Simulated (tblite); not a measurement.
Compound: CH7B3N4.
Numbering: `[CH2:1]=[N:2][B:3]1[NH:4][BH:5][NH:6][BH:7][NH:8]1` (hydrogens: H9, H10 on C1; H11 on N4; H12 on B5; H13 on N6; H14 on B7; H15 on N8)

Computed with GFN2-xTB (tblite), gas phase: L-BFGS steps from a force-field or distance-geometry start until the largest atomic force falls under 0.01 eV/Å.

Step 0: E = -575.3051 eV
```
atom  x, y, z in Å  |  force x, y, z in eV/Å
C1      2.9577    0.0876   -0.0826   -2.293   1.357   1.227
N2      1.8270    0.6001    0.2900    1.301  -1.433  -2.197
B3      0.6239    0.2651   -0.5241   -0.533  -0.022   1.370
N4     -0.3888    1.3955   -0.7900   -0.410  -2.110   0.620
B5     -1.5536    1.1427    0.1762    0.740  -0.986  -1.278
N6     -1.9615   -0.2736    0.5180    0.452   0.598  -3.115
B7     -1.3250   -1.1996   -0.4841    1.002   0.132   1.727
N8      0.2138   -1.1904   -0.5669   -1.688   2.158   1.452
H9      3.8513    0.3001    0.4894   -0.013  -0.097   0.022
H10     2.9990   -0.5394   -0.9520    0.496  -0.227  -0.412
H11    -0.7017    1.4399   -1.7767    0.329   0.310   1.135
H12    -2.2330    2.0565    0.4386   -0.047  -0.126   0.114
H13    -2.9924   -0.3548    0.5300    0.939   0.021   0.540
H14    -1.8813   -2.0399   -1.0749   -0.260   0.127   0.064
H15     0.5602   -1.6818    0.2816   -0.014   0.298  -1.269
```

Step 1: E = -575.8411 eV
```
atom  x, y, z in Å  |  force x, y, z in eV/Å
C1      2.9249    0.1070   -0.0651    2.183  -1.027  -0.822
N2      1.8456    0.5796    0.2586   -2.785   0.660  -0.487
B3      0.6163    0.2648   -0.5045   -0.483  -0.052   1.029
N4     -0.3947    1.3653   -0.7812   -0.132  -1.528   0.519
B5     -1.5430    1.1286    0.1580    0.204  -0.349  -0.945
N6     -1.9550   -0.2651    0.4735    0.141   0.543  -2.234
B7     -1.3107   -1.1977   -0.4595    0.290  -0.432   0.915
N8      0.1897   -1.1596   -0.5461   -1.097   1.772   1.316
H9      3.8511    0.2987    0.4897   -0.320  -0.068  -0.003
H10     3.0060   -0.5426   -0.9579    0.548   0.142   0.127
H11    -0.6970    1.4444   -1.7605    0.348   0.337   0.899
H12    -2.2337    2.0547    0.4402    0.192  -0.431  -0.028
H13    -2.9790   -0.3545    0.5377    0.822   0.010   0.440
H14    -1.8850   -2.0380   -1.0740   -0.008   0.314   0.319
H15     0.5600   -1.6775    0.2635    0.096   0.108  -1.044
```

Problem. Estimate the geometry and energy of step 2. (The exact step hangs on the optimiser's Hessian estimate; all steps are aligned on step 1, rigid shifts and turns removed.)

Solution. E = -576.4157 eV, largest force 1.703 eV/Å
```
atom  x, y, z in Å  |  force x, y, z in eV/Å
C1      2.9325    0.1079   -0.0621    0.187  -0.637  -0.957
N2      1.8099    0.5700    0.2134    0.125   0.327  -0.045
B3      0.5979    0.2634   -0.4616   -0.510   0.205   0.171
N4     -0.4039    1.3004   -0.7607    0.242   0.052  -0.188
B5     -1.5270    1.1057    0.1182   -0.795   0.719  -0.171
N6     -1.9449   -0.2445    0.3782   -1.025   0.391  -0.260
B7     -1.2887   -1.2043   -0.4132   -0.934  -1.338  -0.489
N8      0.1403   -1.0889   -0.4961    0.249   0.098   1.021
H9      3.8444    0.2957    0.4900   -0.173   0.083   0.262
H10     3.0251   -0.5434   -0.9619    0.542   0.269   0.301
H11    -0.6846    1.4562   -1.7240    0.453   0.459   0.482
H12    -2.2305    2.0439    0.4415    0.432  -0.699  -0.245
H13    -2.9472   -0.3540    0.5553    0.591   0.013   0.233
H14    -1.8894   -2.0296   -1.0665    0.307   0.298   0.608
H15     0.5618   -1.6705    0.2219    0.309  -0.241  -0.724
```

The energy changes by -0.5746 eV. The first-order estimate −F·Δx gives -1.0055 eV and the mean of the old and new forces, exact on a quadratic surface, -0.5605 eV. The step makes an angle of 34° with the force vector and moves no atom by more than 0.100 Å.

What follows is the cost of the whole relaxation. On Arm Neoverse N1, one thread, no GPU (shared host), this took 0.89 s wall.
